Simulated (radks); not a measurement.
All-electron atom: W49+ in [Ar] 3d7 (the NIST ground configuration). Method: non-relativistic Kohn-Sham, PBE, spin-polarised, spherical densities, point nucleus; open shells are filled with parallel spins first (spin-orbit coupling, left out, can overturn this in heavy ions); relativity is left out, which matters for an element this heavy; computed with a radial shooting solver on a logarithmic mesh with Libxc functionals.

Normalised radial functions P(r) = r R(r), r in bohr:

```
   r/bohr * 3d down (the largest magnitude, 2.46, reaches the edge; | marks zero)
 0.001308 *
 0.001637 *
 0.002031 *
 0.002521 *
 0.003154 *
 0.003914 *
 0.004897 *
 0.006078 *
 0.007543 *
 0.009437 *
  0.01171 |*
  0.01465 |*
  0.01819 | *
  0.02257 |  *
  0.02824 |    *
  0.03505 |        *
  0.04384 |             *
  0.05441 |                   *
  0.06753 |                            *
  0.08449 |                                       *
   0.1049 |                                                *
   0.1312 |                                                      *
   0.1628 |                                                      *
   0.2021 |                                               *
   0.2528 |                                 *
   0.3138 |                   *
   0.3925 |        *
   0.4872 |  *
   0.6046 |*
```

3d down: eigenvalue -4384.7 eV, 0 radial nodes, <r> = 0.174 bohr, 90 % of the charge inside 0.267 bohr.
